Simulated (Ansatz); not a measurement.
Q: Name a neutral molecule of C, O, Si and H with size of the dipole moment (B3LYP/def2-TZVPP) between 1.35 and 1.65 D and HOMO energy (PBE/def2-TZVPP) between -7.20 and -6.90 eV (Ansatz, PBE0-D4/def2-TZVP geometry).

A: `C=C[SiH](O)O[SiH2]O` (1.50 D, -6.92 eV); `O[SiH2]C#C[SiH3]` (1.36 D, -6.99 eV). Other molecules can fit too; these were computed, each in one conformer that needn't be the lowest.

B3LYP here is the variant with VWN-RPA as its local correlation; programs differ in this.
